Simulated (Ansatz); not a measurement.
Basis-set series for F3NbS, SMILES `[F][Nb]([F])([F])=[S]`. The species carries charge 0 and has multiplicity 1. Nb takes the def2 core potential. Geometry: relaxed with PBE0-D4/def2-TZVP.

Cartesian coordinates in Å:
```
F 1.272 -0.297 -1.343
Nb 0.073 0.002 0.030
F 0.205 -1.321 1.313
F 0.341 1.669 0.781
S -1.892 -0.053 -0.780
```

```
functional       basis  functions  energy (Eh)  HOMO (eV)  LUMO (eV)
   PBE0-D4  def2-TZVPP        191   -754.68806      -8.56      -2.72
   PBE0-D4  def2-QZVPP        322   -754.71922      -8.55      -2.72
   ωB97M-V  def2-TZVPP        191   -754.93690     -10.65      -0.54
   ωB97M-V  def2-QZVPP        322   -754.96642     -10.65      -0.56
```

Problem. Give the rows for def2-SVP. (An estimate is asked.)

Solution. Computed: 
```json
{"functional": "PBE0-D4", "basis": "def2-SVP", "functions": "91", "energy (Eh)": "-754.16351", "HOMO (eV)": "-8.60", "LUMO (eV)": "-2.74"}
{"functional": "ωB97M-V", "basis": "def2-SVP", "functions": "91", "energy (Eh)": "-754.40632", "HOMO (eV)": "-10.66", "LUMO (eV)": "-0.53"}
```
